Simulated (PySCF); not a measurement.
ClHOSi, SMILES O[Si]Cl (connectivity only; charge and spin as stated), neutral, multiplicity 1. Geometry optimised at B3LYP-D3(BJ)/def2-TZVP. One conformer was computed; it need not be the lowest.

TDDFT-M06-2X/def2-SVPD (PySCF 2.14.0) puts the lowest singlet excitations at 4.31, 6.11, 6.23, 6.66, 7.20, 7.62 eV.

### Question
What are the lowest excitation roots from ADC(2)/aug-cc-pVDZ (PySCF 2.14.0)? (Estimate from the structure and the level; the computed values follow.)

### Answer
4.45, 6.10, 6.30, 6.51, 6.90, 7.15 eV. S1 differs by 0.14 eV (second minus first; roots are paired by order, and the bases may differ).
